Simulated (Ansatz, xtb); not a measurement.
Species: CuBr$_{2}$, charge -1, multiplicity 1. SMILES: [Cu-]([Br])[Br]
Geometry from a B3LYP-D3(BJ)/def2-TZVP (Ansatz, an electronic-structure program) optimisation:
```
Cu
Br 1 2.2991
Br 1 2.2991 2 180.00
```
Charge -1, spin multiplicity 1.

Harmonic wavenumbers from GFN2-xTB (xtb, at its own minimum), cm⁻¹: 68, 68, 139, 295.

Question: Give the harmonic wavenumbers at B3LYP-D3(BJ)/def2-TZVP (Ansatz, finite differences of forces, unscaled).

Answer: 80, 80, 169, 301 cm⁻¹. Zero-point energy 0.9 kcal/mol.

Question: From these and the geometry, give the ideal-gas thermochemistry at 298.15 K and 1 atm (rigid rotor, harmonic oscillator).

Answer: Point group D∞h, rotational symmetry number 2. Rotational constants 0.5983, 0.5983 GHz. S(trans) 42.11, S(rot) 18.99, S(vib) 11.63, S(elec, spin only) 0.00, S 72.7 cal/(mol K). H(298) - H(0) 3.69 kcal/mol; G - E(el) -17.1 kcal/mol.
